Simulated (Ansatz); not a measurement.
System: InI₂, charge 1, multiplicity 1. It need not be the lowest isomer of its formula. 
Geometry from a B3LYP-D3(BJ)/def2-TZVP (Ansatz, a first-principles code) optimisation:
```
In
I 1 2.5675
I 1 2.5675 2 180.00
```
Charge +1, spin multiplicity 1.

Total electronic energies in hartree. Cores are frozen in the correlated levels unless marked. No spin-orbit coupling. The frozen core is the preceding noble-gas configuration, with the filled d and f shells of earlier blocks. In def2 rows, elements after Kr have scalar-relativistic effective core potentials. STO-3G rows are all-electron and non-relativistic. CBS marks a two-point X^-3 extrapolation of the correlation energy; Hartree-Fock from the larger set. The bracket is a focal-point correction in the basis named.

| level | program | energy (Eh) |
|---|---|---|
| RI-HF/def2-TZVPP | Ansatz | -782.39447 |
| revPBE/def2-TZVPD | Ansatz | ? |
| BHLYP/def2-TZVPD | Ansatz | ? |
| LC-wPBE-D3(BJ)/def2-TZVPD | Ansatz + dftd3 | ? |
| CCSD/CBS(def2-TZVPP,def2-QZVPP) | Ansatz | -782.8019 |
| CCSD(T)/STO-3G | Ansatz | -19384.29084 |
| RI-MP2/CBS(def2-TZVPP,def2-QZVPP)+[CCSD(T)-MP2]/def2-SVP | Ansatz | -782.8058 |
| RI-MP2/CBS(def2-TZVPP,def2-QZVPP)+[CCSD(T)-MP2]/def2-QZVPP | Ansatz | -782.8225 |
| CCSD(T)/CBS(def2-TZVPP,def2-QZVPP) | Ansatz | -782.8235 |

**Question.** Complete the blanks.

**Answer.** 
- revPBE/def2-TZVPD, energy (Eh): -785.51885
- BHLYP/def2-TZVPD, energy (Eh): -785.20871
- LC-wPBE-D3(BJ)/def2-TZVPD, energy (Eh): -785.47321
